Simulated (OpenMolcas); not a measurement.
An input for doublet GeO+

The species is GeO+ (2 atoms), meant as a doublet with charge +1. As SMILES of the parent species, `[O]=[Ge]`. Geometry: relaxed at PBE0-D4/def2-TZVP. That shape belongs to the parent species and isn't relaxed for this state.

```csv
atom,x (Å),y (Å),z (Å)
O,0.0000,0.0000,-0.0230
Ge,0.0000,0.0000,1.5995
```

Settings wanted:

```json
{"method": "DFT", "reference": "UKS", "relativity": "none", "basis set": "cc-pVTZ", "task": "energy", "functional": "TPSS", "dispersion": "none", "nucleus": "point", "integration grid": "UltraFine", "SCF convergence threshold": "1e-10"}
```

Problem. Write the OpenMolcas 26.06 input and the command.

Solution. This one ran through:

calc.input:
```
&GATEWAY
BasLib=$CurrDir
Coord
2
angstrom
O        0.000000       0.000000      -0.023040
Ge       0.000000       0.000000       1.599530
Basis=cc-pVTZ
Group=NoSym
&SEWARD
GridInput
Grid=UltraFine
End of Grid
&SCF
UHF
Charge=1
Spin=2
KSDFT=2
1.0 MGGA_X_TPSS
1.0 MGGA_C_TPSS
Thresholds=1e-10 1e-07 1e-07 1e-05
PrOrbitals=1 2
```

```bash
$ export MOLCAS_MEM=1860
$ pymolcas calc.input > calc.log
```

(Basis files named in the input come from the Basis Set Exchange and aren't shown.)

Calculated total energy: -2151.87861 Eh.
